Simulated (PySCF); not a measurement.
PySCF 2.14 output of an unrestricted revPBE calculation on a single atom or ion in aug-cc-pVDZ, with the non-relativistic Hamiltonian (point nucleus):

```
SCF conv_tol = 1e-09
number electrons alpha = 3  beta = 1
    Y. Zhang and W. Yang.,  Phys. Rev. Lett. 80, 890 (1998)
    J. P. Perdew, K. Burke, and M. Ernzerhof.,  Phys. Rev. Lett. 77, 3865 (1996)
    J. P. Perdew, K. Burke, and M. Ernzerhof.,  Phys. Rev. Lett. 78, 1396 (1997)
cycle= 1 E= -14.441290520183  delta_E= -0.00125  |g|= 0.00511  |ddm|= 0.29
cycle= 2 E= -14.4413585005231  delta_E= -6.8e-05  |g|= 0.0022  |ddm|= 0.0832
cycle= 3 E= -14.4413715005602  delta_E= -1.3e-05  |g|= 4e-05  |ddm|= 0.024
cycle= 4 E= -14.4413715049821  delta_E= -4.42e-09  |g|= 1.18e-06  |ddm|= 0.000502
cycle= 5 E= -14.4413715049867  delta_E= -4.6e-12  |g|= 2.19e-08  |ddm|= 1.67e-05
converged SCF energy = -14.4413715049867  <S^2> = 2.0000044  2S+1 = 3.000003
```

The run itself started from symmetry-adapted Hartree-Fock orbitals and held the occupation by maximum overlap, on a logarithmic radial grid, so the iterations belong to that start.

Which element, charge and spin multiplicity is this?

Be (beryllium, neutral), multiplicity 3; the state was [He] 2p2, high-spin 3P determinant (an excited configuration).
